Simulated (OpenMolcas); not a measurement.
# Ar3+: Slater's ratio, worked from levels

| Quantity | Value |
| --- | --- |
| Program | OpenMolcas |
| Basis | ANO-R2 [5s4p3d1f] |
| Scalar Hamiltonian | X2C, finite nucleus |
| Active space | 5 electrons in 8 orbitals (3s 3p 4s 4p) |
| State averaging | 2S+1 = 4 odd, 1 root; 2S+1 = 2 odd, 8 roots; 2S+1 = 4 even, 3 roots; 2S+1 = 2 even, 9 roots |
| Spin-orbit coupling | state interaction with AMFI integrals over the reference wave functions, term energies averaged over their components |

Methods: CASSCF; SS-CASPT2, IPEA 0.25 Eh, imaginary shift 0.1 Eh (closed shells correlated: 2s 2p). Measured levels: Saloman, J. Phys. Chem. Ref. Data 39, 033101 (2010).

**Slater's ratio.** With one set of orbitals, p3 has ²D° - ⁴S° = 9 F2 and ²P° - ²D° = 6 F2 (F2 = F²/25), a ratio of 2/3. Term energies are centres of gravity, weighted by 2J + 1.

```tsv
Source	²D° - ⁴S°	²P° - ⁴S°	F2 from the first	Ratio
CASSCF	25888	36032	2876	0.392
SS-CASPT2	22460	36495	2496	0.625
measured	21168	34973	2352	0.652
```

Energies in cm-1. A ratio away from 2/3 shows effects beyond one configuration with one set of orbitals, and in heavier atoms second-order spin-orbit shifts. In CASSCF the valence s occupation is 1.96 in ²P° against 2.00 in ²D°: mixing out of s² acts most on ²P° and pulls it down.

CASPT2 breaks the degeneracy within a term, and the mean is taken; among the terms shown or strongly mixed into the levels shown the widest spread is 100 cm-1 (3s² 3p³ ²D°, SS-CASPT2). Over all roots computed the reference weight is 0.86 to 0.96 in SS-CASPT2; the roots of lowest weight are the least certain, and an intruder state may touch them. Active for correlation alone: 4p 4s; no level in the range computed is led by a configuration that fills them, so any true level of that kind is missing. Computed and measured levels are paired by configuration, term and J; levels that our copy of the source lacks, or whose pairing is in doubt (as where it misses far off the trend of its configuration), stay unpaired and out of the deviations. Levels of configurations outside the active space are missing.

° marks odd parity.
